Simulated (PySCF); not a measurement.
H3O4P, charge +1, doublet, at a GFN2-xTB geometry of the parent state (a state made from the parent by changing its charge; the spin is typed, not shown lowest); PySCF with B3LYP/STO-3G.

PySCF was given this input:
```python
from pyscf import gto, scf, dft

mol = gto.M(
    atom='''
O     0.77918714    0.89800259    1.38981789
P    -0.01342712   -0.03654108    0.29402552
O     1.07614325   -0.55931002   -0.64721325
O    -0.93075699   -1.31479553   -0.92120897
O    -0.86101349    1.15096454   -0.32530846
H     1.63291358    0.52824969    1.60995054
H    -0.53564913   -2.18592303   -0.95431307
H    -1.40433700    0.80689686   -1.03471785
''',
    basis='sto-3g',
    charge=1,
    spin=1,
    verbose=4,
)

mf = dft.UKS(mol)
mf.xc = 'b3lyp'
mf.kernel()
```

Problem. Write the output that PySCF gives for this input, abridged.

Solution. 
```
PySCF version 2.14.0

[INPUT] verbose = 4
[INPUT] num. atoms = 8
[INPUT] num. electrons = 49
[INPUT] charge = 1
[INPUT] spin (= nelec alpha-beta = 2S) = 1
[INPUT] symmetry False subgroup None
[INPUT] Mole.unit = angstrom
[INPUT] Symbol           X                Y                Z      unit          X                Y                Z       unit  Magmom
[INPUT]  1 O      0.779187140000   0.898002590000   1.389817890000 AA    1.472450294383   1.696978954250   2.626375175121 Bohr   0.0
[INPUT]  2 P     -0.013427120000  -0.036541080000   0.294025520000 AA   -0.025373579442  -0.069052633496   0.555627706433 Bohr   0.0
[INPUT]  3 O      1.076143250000  -0.559310020000  -0.647213250000 AA    2.033616013299  -1.056942756525  -1.223055786690 Bohr   0.0
[INPUT]  4 O     -0.930756990000  -1.314795530000  -0.921208970000 AA   -1.758875799625  -2.484603461502  -1.740832656793 Bohr   0.0
[INPUT]  5 O     -0.861013490000   1.150964540000  -0.325308460000 AA   -1.627079685656   2.175007759686  -0.614743895404 Bohr   0.0
[INPUT]  6 H      1.632913580000   0.528249690000   1.609950540000 AA    3.085759451283   0.998247239486   3.042365594696 Bohr   0.0
[INPUT]  7 H     -0.535649130000  -2.185923030000  -0.954313070000 AA   -1.012230154562  -4.130795856079  -1.803390339393 Bohr   0.0
[INPUT]  8 H     -1.404337000000   0.806896860000  -1.034717850000 AA   -2.653812316593   1.524814076172  -1.955333352699 Bohr   0.0

nuclear repulsion = 268.142003301466
number of shells = 20
number of NR pGTOs = 96
number of NR cGTOs = 32
basis = sto-3g
ecp = {}

******** <class 'pyscf.dft.uks.UKS'> ********
method = UKS
initial guess = minao
damping factor = 0
level_shift factor = 0
DIIS = <class 'pyscf.scf.diis.CDIIS'>
diis_start_cycle = 1
diis_space = 8
diis_damp = 0
SCF conv_tol = 1e-09
SCF conv_tol_grad = None
SCF max_cycles = 50
direct_scf = True
direct_scf_tol = 1e-13
number electrons alpha = 25  beta = 24
XC library pyscf.dft.libxc version 7.1.2
    S. Lehtola, C. Steigemann, M. J. T. Oliveira, and M. A. L. Marques,  SoftwareX 7, 1–5 (2018)
XC functionals = b3lyp
    P. J. Stephens, F. J. Devlin, C. F. Chabalowski, and M. J. Frisch,  J. Phys. Chem. 98, 11623 (1994)
radial grids:
    Treutler-Ahlrichs [JCP 102, 346 (1995); DOI:10.1063/1.469408] (M4) radial grids

becke partition: Becke, JCP 88, 2547 (1988); DOI:10.1063/1.454033
pruning grids: <function nwchem_prune>
grids dens level: 3
symmetrized grids: False
atomic radii adjust function: <function treutler_atomic_radii_adjust>
small_rho_cutoff = 0
Set gradient conv threshold to 3.16228e-05
tot grids = 104936
init E= -636.64590222281

cycle= 1 E= -635.178177073578  delta_E= 1.47  |g|= 0.694  |ddm|=  2.7
cycle= 2 E= -634.479194470002  delta_E= 0.699  |g|= 1.21  |ddm|= 2.67
cycle= 3 E= -634.777139555971  delta_E= -0.298  |g|= 0.939  |ddm|= 2.42
cycle= 4 E= -635.514684784582  delta_E= -0.738  |g|= 0.251  |ddm|= 1.64
cycle= 5 E= -635.548926260867  delta_E= -0.0342  |g|= 0.148  |ddm|= 0.552
cycle= 6 E= -635.564672569806  delta_E= -0.0157  |g|= 0.0303  |ddm|= 0.242
cycle= 7 E= -635.56570569632  delta_E= -0.00103  |g|= 0.0115  |ddm|= 0.0805
cycle= 8 E= -635.565928382953  delta_E= -0.000223  |g|= 0.00679  |ddm|= 0.0363
cycle= 9 E= -635.566127328275  delta_E= -0.000199  |g|= 0.00269  |ddm|= 0.0494
cycle= 10 E= -635.566226049932  delta_E= -9.87e-05  |g|= 0.00128  |ddm|= 0.0478
cycle= 11 E= -635.566248383234  delta_E= -2.23e-05  |g|= 0.000517  |ddm|= 0.0259
cycle= 12 E= -635.56625179183  delta_E= -3.41e-06  |g|= 0.000317  |ddm|= 0.00864
cycle= 13 E= -635.566253509597  delta_E= -1.72e-06  |g|= 0.000133  |ddm|= 0.00777
cycle= 14 E= -635.566253792382  delta_E= -2.83e-07  |g|= 7.53e-05  |ddm|= 0.00319
cycle= 15 E= -635.566253858652  delta_E= -6.63e-08  |g|= 6.91e-05  |ddm|= 0.00141
cycle= 16 E= -635.56625387147  delta_E= -1.28e-08  |g|= 3.75e-05  |ddm|= 0.00035
cycle= 17 E= -635.566253889972  delta_E= -1.85e-08  |g|= 3.69e-05  |ddm|= 0.000598
cycle= 18 E= -635.566253901638  delta_E= -1.17e-08  |g|= 3.67e-05  |ddm|= 0.000462
cycle= 19 E= -635.566253913536  delta_E= -1.19e-08  |g|= 2.35e-05  |ddm|= 0.000699
cycle= 20 E= -635.566253916807  delta_E= -3.27e-09  |g|= 1.74e-05  |ddm|= 0.000306
cycle= 21 E= -635.566253919155  delta_E= -2.35e-09  |g|= 3.53e-06  |ddm|= 0.000403
cycle= 22 E= -635.566253919333  delta_E= -1.78e-10  |g|= 2.07e-06  |ddm|= 0.000109
Extra cycle  E= -635.566253919317  delta_E= 1.52e-11  |g|= 6.24e-06  |ddm|= 1.6e-05
converged SCF energy = -635.566253919317  <S^2> = 0.82606681  2S+1 = 2.0746728
```
